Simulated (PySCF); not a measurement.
Al(Cl)(SH)2 (AlClH₂S₂), SMILES [Al]([SH])([SH])[Cl].

Geometry optimised at PBE0-D3(BJ)/def2-SVP. The values are those of a single conformer.

Method: PBE0-D3(BJ)/def2-SVP run with PySCF 2.14.0.

Frequencies are harmonic and unscaled.

Computed normal modes with their intensities:
```
mode  ν (cm⁻¹)  IR (km/mol)  Raman (Å⁴/amu)  depolarisation  moving atoms (share of kinetic energy)
----  --------  -----------  --------------  --------------  --------------------------------------
1          129          4.1             1.7            0.75                S 46 %, Cl 41 %, Al 12 %
2          130         10.6             2.7            0.62                S 61 %, Cl 18 %, Al 12 %
3          155          0.0             0.0               –                                  H 98 %
4          186         30.5             0.0               –                         Al 78 %, S 16 %
5          249         30.7             3.9            0.75                                  H 94 %
6          363          0.1            20.2            0.11                         S 71 %, Cl 27 %
7          550         41.6             6.7            0.75                 H 44 %, Al 39 %, S 16 %
8          589        142.7             4.6            0.75        Al 51 %, Cl 25 %, H 12 %, S 12 %
9          665         90.5             2.7            0.75                 H 53 %, Al 28 %, S 19 %
10         690         11.6             4.3            0.75                         H 79 %, Al 16 %
11        2711          1.3             2.1            0.75                                  H 97 %
12        2716          0.0           216.9            0.29                                  H 97 %
```
